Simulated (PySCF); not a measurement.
**Broadened absorption spectrum of GeH6O2Si**

GeH6O2Si.
SMILES: `[O]([GeH3])[SiH2]O`

Theory: TDDFT B3LYP/def2-SVPD, vertical, gas phase, core orbitals frozen in the response (PySCF 2.14.0, density-fitted response routines). Isolated species at its PBE0-D3(BJ)/def2-SVP geometry (one conformer only). Relativistic effects, spin–orbit coupling among them, are left out although an element past zinc is present. Torsions of this conformer, `[OH:1][SiH2:2][O:3][GeH3:4]`: O1–Si2–O3–Ge4 0°, H–O1–Si2–O3 180°.

Broadening: Gaussians 0.4 eV wide at half height, area fixed by f = 4.319×10⁻⁹ ∫ε dν̃. The width is an assumption, not a result. The curve ends short of the highest state used, and states not computed would add to its high-energy end.

```json
{"λ (nm)": "160.9", "ε (L mol⁻¹ cm⁻¹)": "2475"}
{"λ (nm)": "162.2", "ε (L mol⁻¹ cm⁻¹)": "2965"}
{"λ (nm)": "163.5", "ε (L mol⁻¹ cm⁻¹)": "3678"}
{"λ (nm)": "164.8", "ε (L mol⁻¹ cm⁻¹)": "4426"}
{"λ (nm)": "166.0", "ε (L mol⁻¹ cm⁻¹)": "4924"}
{"λ (nm)": "167.3", "ε (L mol⁻¹ cm⁻¹)": "5056"}
{"λ (nm)": "168.6", "ε (L mol⁻¹ cm⁻¹)": "4696"}
{"λ (nm)": "169.9", "ε (L mol⁻¹ cm⁻¹)": "3941"}
{"λ (nm)": "171.2", "ε (L mol⁻¹ cm⁻¹)": "2994"}
{"λ (nm)": "172.4", "ε (L mol⁻¹ cm⁻¹)": "2135"}
{"λ (nm)": "173.7", "ε (L mol⁻¹ cm⁻¹)": "1360"}
{"λ (nm)": "175.0", "ε (L mol⁻¹ cm⁻¹)": "807"}
{"λ (nm)": "176.3", "ε (L mol⁻¹ cm⁻¹)": "466"}
{"λ (nm)": "177.5", "ε (L mol⁻¹ cm⁻¹)": "299"}
{"λ (nm)": "178.8", "ε (L mol⁻¹ cm⁻¹)": "227"}
{"λ (nm)": "180.1", "ε (L mol⁻¹ cm⁻¹)": "225"}
{"λ (nm)": "181.4", "ε (L mol⁻¹ cm⁻¹)": "259"}
{"λ (nm)": "182.6", "ε (L mol⁻¹ cm⁻¹)": "302"}
{"λ (nm)": "183.9", "ε (L mol⁻¹ cm⁻¹)": "346"}
{"λ (nm)": "185.2", "ε (L mol⁻¹ cm⁻¹)": "375"}
{"λ (nm)": "186.5", "ε (L mol⁻¹ cm⁻¹)": "382"}
{"λ (nm)": "187.7", "ε (L mol⁻¹ cm⁻¹)": "367"}
{"λ (nm)": "189.0", "ε (L mol⁻¹ cm⁻¹)": "331"}
{"λ (nm)": "190.3", "ε (L mol⁻¹ cm⁻¹)": "281"}
{"λ (nm)": "191.6", "ε (L mol⁻¹ cm⁻¹)": "224"}
{"λ (nm)": "192.8", "ε (L mol⁻¹ cm⁻¹)": "172"}
{"λ (nm)": "194.1", "ε (L mol⁻¹ cm⁻¹)": "123"}
{"λ (nm)": "195.4", "ε (L mol⁻¹ cm⁻¹)": "83"}
{"λ (nm)": "196.7", "ε (L mol⁻¹ cm⁻¹)": "53"}
{"λ (nm)": "198.0", "ε (L mol⁻¹ cm⁻¹)": "32"}
{"λ (nm)": "199.2", "ε (L mol⁻¹ cm⁻¹)": "19"}
{"λ (nm)": "200.5", "ε (L mol⁻¹ cm⁻¹)": "11"}
{"λ (nm)": "201.8", "ε (L mol⁻¹ cm⁻¹)": "6"}
{"λ (nm)": "203.1", "ε (L mol⁻¹ cm⁻¹)": "3"}
{"λ (nm)": "204.3", "ε (L mol⁻¹ cm⁻¹)": "1"}
{"λ (nm)": "205.6", "ε (L mol⁻¹ cm⁻¹)": "1"}
```

Question: Locate the maxima and give the states behind the curve.

Answer: 186 nm (6.66 eV), ε about 380, made up of S1 (85%) and S2 (15%); 167 nm (7.42 eV), ε about 5100, made up of S3 (76%) and S4 (21%) (ε in L mol⁻¹ cm⁻¹; maxima over ε = 5, shares over 10%). The states used: S1 6.63 eV (f 0.0049); S2 6.81 eV (f 0.0013); S3 7.40 eV (f 0.058); S4 7.45 eV (f 0.016); S5 7.63 eV (f 0.0004); S6 7.69 eV (f 0.0047); S7 7.82 eV (f 0.014); S8 8.06 eV (f 0.030); S9 8.29 eV (f 0.032); S10 8.30 eV (f 0.016).

Question: Coming from long wavelengths, where does ε first pass 100 L mol⁻¹ cm⁻¹?

Answer: At about 195 nm (6.37 eV), 0.27 eV below S1.

Question: On this curve, what absorbance would a 10⁻³ mol/L sample give at 193 nm over a 1 cm path?

Answer: 193 nm is 6.424 eV, where ε is about 160 L mol⁻¹ cm⁻¹, so A = ε c l ≈ 0.16 (Beer–Lambert, with the gas-phase spectrum and the assumed width).

Question: What would ε be at 7.42 eV, the highest of these maxima, with half the width (0.2 eV)?

Answer: About 9600 L mol⁻¹ cm⁻¹ against 5070, a factor of about 1.9; a lone state at its own centre would give exactly 2.

The vertical ionisation energy (ΔSCF) is 10.14 eV, 1.83 eV above S10.

The run took 2.3 min of wall time (grids of density and orbitals included) on an Arm Neoverse N1 with one thread, no GPU, shared host with 64 logical CPUs at a one-minute load of 58, and the process peaked at 0.67 GiB of memory.
